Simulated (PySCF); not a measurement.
SMILES N[SiH2]S, singlet (PBE0/def2-SVP optimised geometry):

```
8

N      0.977    -0.806     0.000
Si    -0.743    -0.806     0.000
S     -1.523     1.197     0.000
H      1.523    -0.376     0.737
H      1.497    -1.512    -0.507
H     -1.419    -1.388     1.201
H     -1.133    -1.588    -1.210
H     -0.817     1.588    -1.084
```

Method: PBE0/def2-TZVP in PySCF.

Task: What are the frontier orbital energies and the dipole moment?

Result: HOMO-2 -9.24 eV, HOMO-1 -7.69 eV, HOMO -7.29 eV, LUMO 0.51 eV, LUMO+1 0.66 eV; dipole moment 2.28 D.

On the same geometry PBE/def2-TZVP run with PySCF gives HOMO-2 -7.93 eV, HOMO-1 -6.33 eV, HOMO -6.02 eV, LUMO -0.33 eV, LUMO+1 -0.26 eV; dipole moment 2.25 D.

Meta-Löwdin charges at PBE0/def2-TZVP: N1 -0.75, Si2 0.70, S3 -0.32, H4 0.24, H5 0.25, H6 -0.12, H7 -0.11, H8 0.11.
